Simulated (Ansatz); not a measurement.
CH6O2Si2 can be A, `C1O[SiH2]O[SiH2]1`, or B, `O[SiH]1C[SiH2]O1`.

Gas-phase electronic energies from Ansatz, PBE0-D4/def2-TZVP geometries. CBS: MP2 limit from def2 TZ/QZ plus the TZ coupled-cluster correction, frozen cores. Functionals use def2-TZVPP. B3LYP here is the variant with VWN-RPA as its local correlation; programs differ in this. Each species was taken in one conformer, which may not be the lowest.

A:

Z-matrix (Å, degrees):
```
Si
O 1 1.649
Si 1 2.775 2 70.0
O 1 1.650 2 102.9 3 -0.2
H 1 1.482 2 111.0 3 118.3
H 1 1.482 2 110.8 3 -118.7
C 2 1.432 1 117.7 3 -0.7
H 3 1.485 1 123.2 2 103.7
H 3 1.485 1 123.0 2 -102.8
H 7 1.095 2 108.9 1 -120.6
H 7 1.094 2 108.8 1 122.6
```

B:

Z-matrix (Å, degrees):
```
Si
C 1 1.887
Si 1 2.487 2 48.5
O 1 1.633 2 118.3 3 117.9
O 1 1.670 2 90.7 3 0.6
H 1 1.477 2 117.0 3 -115.6
H 2 1.091 1 115.7 3 -115.9
H 2 1.091 1 115.2 3 115.2
H 3 1.484 1 124.4 2 -96.1
H 3 1.486 1 125.3 2 95.9
H 4 0.958 1 118.7 2 -55.5
```

Task: Which isomer does CCSD(T)/CBS put lower? Give the gap. (Estimate.)

Result: Computed: B, by 17.7 kcal/mol.

Task: Give E(B) − E(A) in kcal/mol with HF/def2-TZVPP, ωB97M-V, B3LYP-D4, CCSD(T)/def2-TZVPP, PBE-D4, B2PLYP, PBE0-D4. (Best estimate.)

Result: Ansatz gave: HF/def2-TZVPP -12.3, ωB97M-V -17.7, B3LYP-D4 -15.2, CCSD(T)/def2-TZVPP -17.1, PBE-D4 -18.1, B2PLYP -16.5, PBE0-D4 -17.9. None reverses the order clearly.

Largest T1 diagnostic: 0.012.

In def2-TZVPP, CCSD(T) changes the Hartree–Fock value by −4.8 kcal/mol (the triples alone add −0.5 kcal/mol) and MP2 by −6.9 kcal/mol.
